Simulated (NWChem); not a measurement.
Everything below was run with NWChem. System: iminoborane (H$_{2}$BN), charge 0, spin multiplicity 1, optimised in this run. Level: PBE/def2-SVP.

Output (cleaned and shortened):

```
             Northwest Computational Chemistry Package (NWChem) 7.3.0
             --------------------------------------------------------

                                NWChem Input Module
                                -------------------

 Scaling coordinates for geometry "geometry" by  1.889725989
 (inverse scale =  0.529177249)

 Turning off AUTOSYM since
 SYMMETRY directive was detected!

          ------
          auto-z
          ------
  autoz: angle generation failed due to 4 colinear atoms                     3                    1                    2                    4
     1 autoz failed with cvr_scaling = 1.2 changing to 1.3
  autoz: angle generation failed due to 4 colinear atoms                     3                    1                    2                    4
     2 autoz failed with cvr_scaling = 1.3 changing to 1.4
  autoz: angle generation failed due to 4 colinear atoms                     3                    1                    2                    4
     3 autoz failed with cvr_scaling = 1.4 changing to 1.5
  autoz: angle generation failed due to 4 colinear atoms                     3                    1                    2                    4
     4 autoz failed with cvr_scaling = 1.5 changing to 1.6
  autoz: angle generation failed due to 4 colinear atoms                     3                    1                    2                    4
     5 autoz failed with cvr_scaling = 1.6 changing to 1.7
  autoz: angle generation failed due to 4 colinear atoms                     3                    1                    2                    4

 AUTOZ failed to generate good internal coordinates.
 Cartesian coordinates will be used in optimizations.

                             Geometry "geometry" -> ""
                             -------------------------

 Output coordinates in angstroms (scale by  1.889725989 to convert to a.u.)

  No.       Tag          Charge          X              Y              Z
 ---- ---------------- ---------- -------------- -------------- --------------
    1 B                    5.0000     0.00000000     0.00000000    -0.69784486
    2 N                    7.0000     0.00000000     0.00000000     0.54217714
    3 H                    1.0000     0.00000000     0.00000000    -1.83768886
    4 H                    1.0000     0.00000000     0.00000000     1.53167314

 Effective nuclear repulsion energy (a.u.)      23.9013227501

            Nuclear Dipole moment (a.u.)
            ----------------------------
        X                 Y               Z
 ---------------- ---------------- ----------------
     0.0000000000     0.0000000000    -0.0000000000

      Symmetry information
      --------------------

 Group name             C2v
 Group number             16
 Group order               4
 No. of unique centers     4

      Symmetry unique atoms

     1    2    3    4


 Summary of "ao basis" -> "" (spherical)
 ------------------------------------------------------------------------------
       Tag                 Description            Shells   Functions and Types
 ---------------- ------------------------------  ------  ---------------------
 *                          def2-svp                  on all atoms

  pbe96 is a nonlocal functional; adding pw91lda local functional.

                           NWChem Geometry Optimization
                           ----------------------------

 maximum gradient threshold         (gmax) =   0.000450
 rms gradient threshold             (grms) =   0.000300
 maximum cartesian step threshold   (xmax) =   0.001800
 rms cartesian step threshold       (xrms) =   0.001200
 fixed trust radius                (trust) =   0.300000
 maximum step size to saddle      (sadstp) =   0.100000
 energy precision                  (eprec) =   5.0D-06
 maximum number of steps          (nptopt) =   80
 initial hessian option           (inhess) =    0
 line search option               (linopt) =    1
 hessian update option            (modupd) =    1
 saddle point option              (modsad) =    0
 initial eigen-mode to follow     (moddir) =    0
 initial variable to follow       (vardir) =    0
 follow first negative mode     (firstneg) =    T
[...]
    5        2.231 ||       0.000               0.000            -0.000
    6      520.123 ||      -1.085               1.000            -0.000
    7      520.124 ||       1.000               1.085             0.000
    8      705.614 ||       0.225              -0.208             0.000
    9      705.614 ||      -0.208              -0.225            -0.000
   10     1799.226 ||       0.000              -0.000            -0.895
   11     2801.382 ||       0.000              -0.000            -0.456
   12     3793.712 ||      -0.000              -0.000             2.140
 ----------------------------------------------------------------------------

 ----------------------------------------------------------------------------
 Normal Eigenvalue ||                 Infra Red Intensities
  Mode   [cm**-1]  || [atomic units] [(debye/angs)**2] [(KM/mol)] [arbitrary]
 ------ ---------- || -------------- ----------------- ---------- -----------
    1      -13.948 ||    0.000589           0.014         0.574       0.160
    2      -13.937 ||    0.000589           0.014         0.574       0.160
    3       -4.024 ||    0.000000           0.000         0.000       0.000
    4        2.103 ||    0.000000           0.000         0.000       0.000
    5        2.231 ||    0.000000           0.000         0.000       0.000
    6      520.123 ||    0.094378           2.177        92.004      25.716
    7      520.124 ||    0.094378           2.177        92.004      25.716
    8      705.614 ||    0.004073           0.094         3.970       1.110
    9      705.614 ||    0.004073           0.094         3.970       1.110
   10     1799.226 ||    0.034739           0.801        33.866       9.466
   11     2801.382 ||    0.009014           0.208         8.787       2.456
   12     3793.712 ||    0.198573           4.581       193.579      54.106
 ----------------------------------------------------------------------------

        Vibrational analysis via the FX method
  --- with translations and rotations projected out ---
  --- via the Eckart algorithm                      ---
 Dependent rotation vector no.                    3
  found in ECKART; assuming linear geometry
 Projected Nuclear Hessian trans-rot subspace norm:7.8090D-34
                         (should be close to zero!)

          --------------------------------------------------------
          MASS-WEIGHTED PROJECTED HESSIAN (Hartree/Bohr/Bohr/Kamu)
          --------------------------------------------------------

               1            2            3            4            5            6            7            8            9           10
   ----- ----- ----- ----- -----
    1    4.23680D+00
    2    1.02131D-06  4.23680D+00
    3   -9.09120D-07  8.25342D-07  1.03473D+02
    4   -1.81971D+00 -3.10646D-06  2.69927D-06  2.07592D+00
    5   -3.10641D-06 -1.81971D+00 -2.45706D-06  9.50505D-06  2.07592D+00
    6    2.37989D-06 -2.15896D-06 -7.09394D+01 -7.12494D-06  6.52563D-06  9.93410D+01
    7   -7.18719D+00  1.16971D-06 -9.69475D-07  1.67881D+00 -3.61920D-06  2.60187D-06  1.37240D+01
    8    1.16966D-06 -7.18719D+00  8.87245D-07 -3.61909D-06  1.67881D+00 -2.42789D-06  1.40642D-06  1.37240D+01
    9   -2.87347D-06  2.61898D-06 -8.02295D+01  8.75247D-06 -7.99473D-06  1.13535D+00 -3.30448D-06  3.03078D-06  2.60270D+02
   10   -3.29705D-02  7.03411D-06 -6.08734D-06 -3.40246D+00 -2.15439D-05  1.60906D-05  3.77277D+00  8.21792D-06 -1.98233D-05  9.01890D+00
   11    7.03398D-06 -3.29693D-02  5.54362D-06 -2.15439D-05 -3.40246D+00 -1.47608D-05  8.21815D-06  3.77277D+00  1.81136D-05  4.88387D-05
   12   -2.99283D-06  2.70072D-06  2.66733D+00  8.88442D-06 -8.20876D-06 -1.36967D+02 -3.18979D-06  3.08677D-06  6.66403D-01 -2.00353D-05

              11           12
   ----- ----- ----- ----- -----
   11    9.01891D+00
   12    1.85853D-05  5.01063D+02

 center of mass
 --------------
 x =   0.00000000 y =   0.00000000 z =  -0.01317137

 moments of inertia (a.u.)
 ------------------
          55.932877886943           0.000000000000           0.000000000000
           0.000000000000          55.932877886943           0.000000000000
           0.000000000000           0.000000000000           0.000000000000

 Rotational Constants
 --------------------
 A=   0.000000 cm-1  (  0.000000 K)
 B=   1.076293 cm-1  (  1.548511 K)
 C=   1.076293 cm-1  (  1.548511 K)

 Temperature                      =   298.15K
 frequency scaling parameter      =   1.0000

 Linear Molecule

 Zero-Point correction to Energy  =   15.496 kcal/mol  (  0.024694 au)
 Thermal correction to Energy     =   17.379 kcal/mol  (  0.027696 au)
 Thermal correction to Enthalpy   =   17.971 kcal/mol  (  0.028639 au)

 Total Entropy                    =   50.060 cal/mol-K
   - Translational                =   35.802 cal/mol-K (mol. weight =  27.0280)
   - Rotational                   =   12.435 cal/mol-K (symmetry #  =        1)
   - Vibrational                  =    1.823 cal/mol-K

 Cv (constant volume heat capacity) =    9.040 cal/mol-K
   - Translational                  =    2.979 cal/mol-K
   - Rotational                     =    1.986 cal/mol-K
   - Vibrational                    =    4.074 cal/mol-K


 ----------------------------------------------------------------------------
 Normal Eigenvalue ||    Projected Derivative Dipole Moments (debye/angs)
  Mode   [cm**-1]  ||      [d/dqX]             [d/dqY]           [d/dqZ]
 ------ ---------- || ------------------ ------------------ -----------------
    1       -0.000 ||       0.000              -0.000            -0.000
    2       -0.000 ||      -0.000               0.071            -0.000
    3       -0.000 ||       0.000               0.093            -0.000
    4        0.000 ||      -0.071               0.000            -0.000
    5        0.000 ||      -0.093              -0.000            -0.000
    6      519.798 ||      -1.085               0.999            -0.000
    7      519.800 ||      -0.999              -1.085            -0.000
    8      705.401 ||      -0.227               0.209            -0.000
    9      705.401 ||      -0.209              -0.227            -0.000
   10     1799.225 ||       0.000              -0.000            -0.895
   11     2801.382 ||      -0.000               0.000            -0.456
   12     3793.709 ||      -0.000               0.000             2.140
 ----------------------------------------------------------------------------

 ----------------------------------------------------------------------------
 Normal Eigenvalue ||           Projected Infra Red Intensities
  Mode   [cm**-1]  || [atomic units] [(debye/angs)**2] [(KM/mol)] [arbitrary]
 ------ ---------- || -------------- ----------------- ---------- -----------
    1       -0.000 ||    0.000000           0.000         0.000       0.000
    2       -0.000 ||    0.000216           0.005         0.210       0.059
    3       -0.000 ||    0.000378           0.009         0.368       0.103
    4        0.000 ||    0.000216           0.005         0.210       0.059
    5        0.000 ||    0.000378           0.009         0.368       0.103
    6      519.798 ||    0.094308           2.176        91.936      25.697
    7      519.800 ||    0.094308           2.176        91.936      25.697
    8      705.401 ||    0.004138           0.095         4.034       1.128
    9      705.401 ||    0.004138           0.095         4.034       1.128
   10     1799.225 ||    0.034739           0.801        33.866       9.466
   11     2801.382 ||    0.009014           0.208         8.787       2.456
   12     3793.709 ||    0.198573           4.581       193.579      54.106
 ----------------------------------------------------------------------------

 Task  times  cpu:        7.4s     wall:        7.4s

 Total times  cpu:        9.7s     wall:        9.7s
```

### Question
Write an NWChem input that would produce this output.

### Answer
One answer among several that fit: 
```
start mol
memory heap 200 mb stack 900 mb global 1100 mb
geometry units angstroms
  B      0.000000     0.000000    -0.697845
  N      0.000000     0.000000     0.542177
  H      0.000000     0.000000    -1.837689
  H      0.000000     0.000000     1.531673
  symmetry group C2v
end
basis spherical
  * library def2-svp
end
dft
  xc xpbe96 cpbe96
  semidirect memsize 60000000 filesize 0
  iterations 100
end
driver
  maxiter 80
end
task dft optimize
task dft freq
```
